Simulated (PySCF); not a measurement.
Ionisation energy of Eu⁺ by level of theory

Eu⁺ [Xe] 4f7 6s1 (9S) → Eu²⁺ [Xe] 4f7 (8S), as a difference of total energies. All numbers are calculated (PySCF 2.14, the spin-free X2C one-electron Hamiltonian (Gaussian nucleus), in x2c-TZVPPall (11s7p7d4f2g, 113 functions)). The calculations carry no spin-orbit coupling.

```json
{"method": "UHF", "ionisation energy (eV)": "10.452"}
{"method": "TPSS", "ionisation energy (eV)": "11.153"}
{"method": "PBEsol", "ionisation energy (eV)": "11.403"}
{"method": "BHandHLYP", "ionisation energy (eV)": "11.162"}
```

For comparison: 11.24 ± 0.006 eV (semi-empirical (NIST evaluation); NIST Atomic Spectra Database, ionization energies).
